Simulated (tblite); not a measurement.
Species: C2H5BrN2Si.
Atom-mapped SMILES: `[H]/[N:1]=[CH:2]/[CH:3]=[N:4]\[SiH2:5][Br:6]` (hydrogens: H7 on N1; H8 on C2; H9 on C3; H10, H11 on Si5)

Computed with GFN2-xTB (tblite), gas phase: L-BFGS steps from a force-field or distance-geometry start until the largest atomic force falls under 0.01 eV/Å.

At the end of the run (lengths in Å): N4–Si5 1.735, Si5–Br6 2.224, C3=N4 1.252, C2–C3 1.472, N1–H7 1.015, C3–H9 1.088, C2–H8 1.093, N4–Si5–Br6 99.1°, N1–C2–C3 116.2°, C2–C3–N4 122.5°, C3–N4–Si5 123.7°, N1–C2–C3–N4 0°, C2–C3–N4–Si5 0°, C3–N4–Si5–Br6 180°, H10–Si5–N4–C3 -70°.

Task: These geometries were met on the way; a selection of coordinates is given. Order them by energy above the end point, lowest first.
A. N4–Si5 1.727, Si5–Br6 2.222, C3=N4 1.260, C2–C3 1.473, N1–H7 1.013, C3–H9 1.091, C2–H8 1.102, N4–Si5–Br6 108.2°, N1–C2–C3 117.5°, C2–C3–N4 125.0°, C3–N4–Si5 120.7°, N1–C2–C3–N4 0°, C2–C3–N4–Si5 2°, C3–N4–Si5–Br6 178°, H10–Si5–N4–C3 -62°
B. N4–Si5 1.793, Si5–Br6 2.281, C3=N4 1.286, C2–C3 1.441, N1–H7 1.043, C3–H9 1.078, C2–H8 1.102, N4–Si5–Br6 109.7°, N1–C2–C3 125.7°, C2–C3–N4 119.1°, C3–N4–Si5 123.7°, N1–C2–C3–N4 -1°, C2–C3–N4–Si5 1°, C3–N4–Si5–Br6 178°, H10–Si5–N4–C3 -56°
C. N4–Si5 1.739, Si5–Br6 2.207, C3=N4 1.248, C2–C3 1.459, N1–H7 1.018, C3–H9 1.073, C2–H8 1.090, N4–Si5–Br6 105.4°, N1–C2–C3 117.0°, C2–C3–N4 124.8°, C3–N4–Si5 121.1°, N1–C2–C3–N4 -1°, C2–C3–N4–Si5 3°, C3–N4–Si5–Br6 178°, H10–Si5–N4–C3 -68°
D. N4–Si5 1.737, Si5–Br6 2.217, C3=N4 1.250, C2–C3 1.463, N1–H7 1.018, C3–H9 1.079, C2–H8 1.083, N4–Si5–Br6 103.5°, N1–C2–C3 117.0°, C2–C3–N4 123.8°, C3–N4–Si5 121.6°, N1–C2–C3–N4 -1°, C2–C3–N4–Si5 3°, C3–N4–Si5–Br6 179°, H10–Si5–N4–C3 -71°
E. N4–Si5 1.750, Si5–Br6 2.266, C3=N4 1.261, C2–C3 1.490, N1–H7 1.018, C3–H9 1.115, C2–H8 1.071, N4–Si5–Br6 109.5°, N1–C2–C3 120.3°, C2–C3–N4 122.5°, C3–N4–Si5 122.3°, N1–C2–C3–N4 0°, C2–C3–N4–Si5 2°, C3–N4–Si5–Br6 178°, H10–Si5–N4–C3 -58°

Result: D (0.030 eV), C (0.051 eV), A (0.111 eV), E (0.221 eV), B (0.446 eV).

```
step  E above end (eV)  rms distance from the end, all atoms (Å)  largest force (eV/Å)  rms shift of all bonds from the end (Å)
   8             0.030                                     0.072                 0.340                                    0.006
   7             0.051                                     0.083                 0.575                                    0.010
   4             0.111                                     0.110                 0.491                                    0.006
   2             0.221                                     0.133                 0.877                                    0.020
   0             0.446                                     0.147                 2.822                                    0.032
```

Rows stand in the order of the answer.
